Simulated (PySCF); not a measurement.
2-methylazaborolidine (C4H10BN), SMILES CB1CCCN1.

The structure is a stationary point at PBE0-D3(BJ)/def2-SVP. One conformer was computed; it need not be the lowest.

Two levels are set side by side: TDDFT-PBE/def2-SVPD (PySCF) and TDDFT-M06-2X/def2-SVPD (PySCF). Vertical, same geometry. The lowest singlet is HOMO→LUMO 99 % with PBE and HOMO→LUMO 87 % with the other functional; states are paired by order. Differences are taken from unrounded values.

```
quantity                               TDDFT-M06-2X
-------------------------------------  ------------
lowest singlet excitation (eV)                 6.61
lowest triplet excitation (TDA) (eV)           6.02
first bright state (f over 0.05) (eV)          7.62
its oscillator strength                        0.06
```

What does TDDFT-PBE give, and how far is it from TDDFT-M06-2X? (The exact figures need the calculation; the answer reports its results.)


```json
[
 {"quantity": "lowest singlet excitation (eV)", "TDDFT-PBE": "5.76", "TDDFT-PBE minus TDDFT-M06-2X": "-0.85"},
 {"quantity": "lowest triplet excitation (TDA) (eV)", "TDDFT-PBE": "5.48", "TDDFT-PBE minus TDDFT-M06-2X": "-0.54"},
 {"quantity": "first bright state (f over 0.05) (eV)", "TDDFT-PBE": "6.81", "TDDFT-PBE minus TDDFT-M06-2X": "-0.81"},
 {"quantity": "its oscillator strength", "TDDFT-PBE": "0.07", "TDDFT-PBE minus TDDFT-M06-2X": "0.00"}
]
```

Functionals without exact exchange tend to place singlet excitations lower, as here. Differences between two approximate levels are no errors against the true value.

Rough cost on one machine, each run with all the roots and properties that it gave: TDDFT-M06-2X against TDDFT-PBE about 20 times.
